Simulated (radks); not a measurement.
Q: The mean radii <r> (bohr) of the occupied orbitals of an atom or ion are listed with their occupations. All-electron calculation, scalar-relativistic Kohn-Sham, r2SCAN, spin-polarised, spherical densities, finite nucleus; meta-GGA in the generalised Kohn-Sham scheme; Fermi nuclear charge, rms radius of each element as measured or else 0.836 A^(1/3) + 0.57 fm. Program: a radial shooting solver on a logarithmic mesh with Libxc functionals.

| orbital | occ. | <r> |
|---|---|---|
| 1s down | 1 | 0.01804 |
| 1s up | 1 | 0.01804 |
| 2s up | 1 | 0.07620 |
| 2s down | 1 | 0.07620 |
| 2p up | 3 | 0.06835 |
| 2p down | 3 | 0.06835 |
| 3s up | 1 | 0.1972 |
| 3s down | 1 | 0.1972 |
| 3p up | 3 | 0.1977 |
| 3p down | 3 | 0.1977 |
| 3d up | 5 | 0.1793 |
| 3d down | 5 | 0.1793 |
| 4s up | 1 | 0.4406 |
| 4s down | 1 | 0.4407 |
| 4p up | 3 | 0.4683 |
| 4p down | 3 | 0.4684 |
| 4d up | 5 | 0.5000 |
| 4d down | 5 | 0.4999 |
| 5s up | 1 | 1.036 |
| 5s down | 1 | 1.027 |
| 5p up | 3 | 1.190 |
| 5p down | 3 | 1.177 |
| 4f up | 7 | 0.5799 |
| 4f down | 7 | 0.5759 |
| 5d up | 3 | 1.592 |
| 7p up | 1 | 5.548 |

Name the element and its charge. Open shells, if any, are filled with parallel spins first.

A: Z = 75, rhenium, charge +3: Re3+ in [Xe] 4f14 5d3 7p1. The 1s radius gives Z: for a bare nucleus <r> = (2 gamma + 1)/(2Z) with gamma = sqrt(1 - (Z/c)^2), 0.01783 bohr for Z = 75, and screening makes it slightly larger (0.01804 here). The occupations add up to 72, and the charge is Z minus that.
